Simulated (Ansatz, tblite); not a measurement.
Series SiCl3X: gap (eV) at several levels, gas phase, relaxed structures; Ansatz, xTB through tblite. Core potentials for I in the def2 sets, no spin–orbit coupling. The structures are stationary points that may keep the symmetry of their start.

```
                   species    state            geometry  GFN1-xTB  PBE-D4/def2-SVP  PBE-D4/def2-TZVP  r2SCAN-D4/def2-TZVP  PBE0-D4/def2-SVP  PBE0-D4/def2-TZVP
                    SiICl3  singlet     PBE-D4/def2-SVP      6.44             4.51              4.44                 5.02              6.57               6.48
                    SiHCl3  singlet  r2SCAN-D4/def2-SVP      8.16             6.89              6.67                 7.44              9.37               9.10
           SiFCl3 (SiCl3F)  singlet     PBE-D4/def2-SVP      7.95             6.63              6.46                 7.25              9.14               8.94
                   SiBrCl3  singlet  r2SCAN-D4/def2-SVP      7.00             5.77              5.62                 6.32              8.10               7.92
     Si(CCH)Cl3 (C2HCl3Si)  singlet  r2SCAN-D4/def2-SVP      5.79             5.76              5.66                 6.15              7.98               7.84
     Si(NH2)Cl3 (SiNCl3H2)  singlet     PBE-D4/def2-SVP      7.15             5.92              5.72                 6.48              8.49               8.22
        SiMeCl3 (CH3Cl3Si)  singlet    PBE0-D4/def2-SVP      7.91             7.06              6.81                 7.58              9.56               9.25
SiCl3(NiPr2) (C6H14Cl3NSi)  singlet  r2SCAN-D4/def2-SVP      6.62             5.08              4.78                 5.42              7.51               7.14
```

Question: Estimate the rows for Si(OH)Cl3 (SiCl3OH) (singlet, r2SCAN-D4/def2-SVP geometry); Si(SH)Cl3 (SiHSCl3) (singlet, PBE0-D4/def2-SVP geometry); Si(CN)Cl3 (SiCNCl3) (singlet, PBE0-D4/def2-SVP geometry); Si(iPr)Cl3 (C3H7Cl3Si) (singlet, PBE-D4/def2-SVP geometry).

Answer: 
| species | state | geometry | GFN1-xTB | PBE-D4/def2-SVP | PBE-D4/def2-TZVP | r2SCAN-D4/def2-TZVP | PBE0-D4/def2-SVP | PBE0-D4/def2-TZVP |
| --- | --- | --- | --- | --- | --- | --- | --- | --- |
| Si(OH)Cl3 (SiCl3OH) | singlet | r2SCAN-D4/def2-SVP | 7.94 | 6.80 | 6.60 | 7.42 | 9.33 | 9.07 |
| Si(SH)Cl3 (SiHSCl3) | singlet | PBE0-D4/def2-SVP | 7.02 | 5.49 | 5.24 | 5.87 | 7.79 | 7.50 |
| Si(CN)Cl3 (SiCNCl3) | singlet | PBE0-D4/def2-SVP | 5.32 | 6.15 | 6.07 | 6.64 | 8.55 | 8.46 |
| Si(iPr)Cl3 (C3H7Cl3Si) | singlet | PBE-D4/def2-SVP | 7.25 | 6.57 | 6.27 | 6.93 | 8.90 | 8.55 |

Over the 12 species that have every level, the mean is 7.05 at GFN1-xTB, 6.05 at PBE-D4/def2-SVP, 5.86 at PBE-D4/def2-TZVP, 6.54 at r2SCAN-D4/def2-TZVP, 8.44 at PBE0-D4/def2-SVP, 8.21 at PBE0-D4/def2-TZVP. Orbital gaps grow with the share of exact exchange and aren't one observable across functionals.
